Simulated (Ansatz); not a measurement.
The first iterations of a band of BrH + Cl3H2HfN (9 atoms, charge 0, multiplicity 1).

All numbers below come from RKS PBE/def2-SVP in Ansatz 0.2.0.

```
movable images  : 6
climbing image  : no
spring          : 5.0 eV/Å²
optimiser       : quadratic models (default)
start path      : through a guess of the saddle point
force threshold : 0.03 eV/Å
iteration limit : 60
end points      : relaxed
```

Initial state:

```xyz
9
Properties=species:S:1:pos:R:3
Hf -0.088 0.179 -0.014
N 0.073 -0.090 2.008
H -0.704 -0.415 2.600
H 0.718 0.452 2.602
Cl 2.093 0.426 -0.846
Cl -1.273 2.178 -0.367
Cl -1.351 -1.620 -0.839
Br 1.816 -2.956 2.177
H 1.048 -1.693 2.135
```

Final state:

```xyz
9
Properties=species:S:1:pos:R:3
Hf 0.673 -0.273 0.064
N -0.300 -0.531 2.290
H -1.302 -0.287 2.311
H 0.160 0.068 2.992
Cl 1.602 -0.019 -2.092
Cl 0.167 2.004 0.509
Cl -1.125 -1.723 -0.486
Br 2.685 -1.280 1.228
H -0.227 -1.497 2.641
```

| iteration | highest image above the first end (eV) | largest band force component (eV/Å) |
| --- | --- | --- |
| 1 | 1.603 | 3.474 |
| 2 | 0.625 | 2.804 |
| 3 | 0.019 | 7.203 |
| 4 | 0.014 | 1.160 |

Q: Does the band converge within its limit, and where does its top end?

A: The forces met the threshold. It ended after 14 iterations with the highest image 0.010 eV above the first end. No image climbed, so the highest image needn't sit at the top of the path. The orbitals stay closed-shell, which can raise the energy where a bond breaks towards radicals; this wasn't checked here.

Run time: 3.1 min on 4 threads of Arm Neoverse V2, on a shared host, peak memory 0.28 GiB.
